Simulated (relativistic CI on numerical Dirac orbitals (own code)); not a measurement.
# Mn2+ in a cubic cluster: 1s photoemission with charge transfer

Computed with a charge-transfer multiplet model of a cubic metal-ligand cluster with up to 3 ligand holes, Slater and spin-orbit integrals from Dirac-Coulomb-Breit ions, Slater integrals scaled by 0.9. The ground state mixes d5 with configurations of k ligand holes L, whose averages lie at kΔ + k(k − 1)U_dd/2; a core hole lowers each added d electron by U_cd. 300 K, Lorentzian 1.1 eV and Gaussian 0.6 eV FWHM.

Atomic integrals in eV (Slater integrals scaled, ζ unscaled), ground: F2dd 9.229, F4dd 5.732, zeta_d 0.037; with the core hole: F2dd 10.855, F4dd 6.786, zeta_d 0.058, G2cd 0.055.

Cluster parameters (eV): Δ = 6.3, U_dd = 5, 10Dq = 0.65, 10Dq(ligand) = 0.1, V(eg) = 1.55, V(t2g) = -0.67, final-state hopping factor = 1.

| Case | n_d | d5 | d6L | d7L2 | d8L3 | S |
| --- | --- | --- | --- | --- | --- | --- |
| U_cd = 5.2 eV | 5.07 | 0.93 | 0.07 | 0.00 | 0.00 | 2.50 |
| U_cd = 6.4 eV | 5.07 | 0.93 | 0.07 | 0.00 | 0.00 | 2.50 |
| U_cd = 8.2 eV | 5.07 | 0.93 | 0.07 | 0.00 | 0.00 | 2.50 |

Weights, n_d and S are thermal averages at 300 K. Binding energies count from the first peak over 30 % of the highest in each spectrum, which can be another peak from case to case. The parameters are a model scan and need not match a compound or its usual spin state. Peaks in eV (height, largest 100):
- U_cd = 5.2 eV: 0.0 (100), 5.8 (6)
- U_cd = 6.4 eV: 0.0 (100), 5.0 (12)
- U_cd = 8.2 eV: 0.0 (100), 4.5 (37)

Curve for U_cd = 8.2 eV (points under 2 left out, the grid thinned):

```json
{"E (eV)": "-3.5", "Intensity": "3.0"}
{"E (eV)": "-3.2", "Intensity": "3.6"}
{"E (eV)": "-3.0", "Intensity": "4.1"}
{"E (eV)": "-2.7", "Intensity": "4.9"}
{"E (eV)": "-2.5", "Intensity": "5.7"}
{"E (eV)": "-2.2", "Intensity": "7.3"}
{"E (eV)": "-2.0", "Intensity": "8.7"}
{"E (eV)": "-1.7", "Intensity": "11.7"}
{"E (eV)": "-1.4", "Intensity": "16.6"}
{"E (eV)": "-1.2", "Intensity": "21.7"}
{"E (eV)": "-0.9", "Intensity": "34.3"}
{"E (eV)": "-0.7", "Intensity": "47.5"}
{"E (eV)": "-0.4", "Intensity": "74.5"}
{"E (eV)": "-0.2", "Intensity": "91.7"}
{"E (eV)": "0.1", "Intensity": "99.2"}
{"E (eV)": "0.4", "Intensity": "79.5"}
{"E (eV)": "0.6", "Intensity": "60.8"}
{"E (eV)": "0.9", "Intensity": "38.2"}
{"E (eV)": "1.1", "Intensity": "28.5"}
{"E (eV)": "1.4", "Intensity": "19.9"}
{"E (eV)": "1.6", "Intensity": "16.7"}
{"E (eV)": "1.9", "Intensity": "14.3"}
{"E (eV)": "2.1", "Intensity": "13.8"}
{"E (eV)": "2.4", "Intensity": "13.6"}
{"E (eV)": "2.7", "Intensity": "13.0"}
{"E (eV)": "2.9", "Intensity": "12.4"}
{"E (eV)": "3.2", "Intensity": "12.3"}
{"E (eV)": "3.4", "Intensity": "13.4"}
{"E (eV)": "3.7", "Intensity": "17.6"}
{"E (eV)": "3.9", "Intensity": "22.4"}
{"E (eV)": "4.2", "Intensity": "31.5"}
{"E (eV)": "4.5", "Intensity": "36.8"}
{"E (eV)": "4.7", "Intensity": "34.8"}
{"E (eV)": "5.0", "Intensity": "25.8"}
{"E (eV)": "5.2", "Intensity": "19.3"}
{"E (eV)": "5.5", "Intensity": "12.2"}
{"E (eV)": "5.7", "Intensity": "9.3"}
{"E (eV)": "6.0", "Intensity": "6.5"}
{"E (eV)": "6.3", "Intensity": "4.8"}
{"E (eV)": "6.5", "Intensity": "4.0"}
{"E (eV)": "6.8", "Intensity": "3.3"}
{"E (eV)": "7.0", "Intensity": "2.9"}
{"E (eV)": "7.3", "Intensity": "2.5"}
{"E (eV)": "7.5", "Intensity": "2.2"}
{"E (eV)": "7.8", "Intensity": "2.0"}
```

For the case U_cd = 6.4 eV, Δ = 6.3 eV is larger than U_dd = 5 eV, the Mott-Hubbard side of the Zaanen-Sawatzky-Allen scheme. With the core hole the configuration with one ligand hole lies at Δ − U_cd = 1.1, -0.1, -1.9 eV from the one without, in the order of the table; where this is negative the screened configuration lies lower, though the effective hopping of about 2.5 eV (from the holes of the mixed ground state) mixes the two strongly wherever it is as large as the gap.
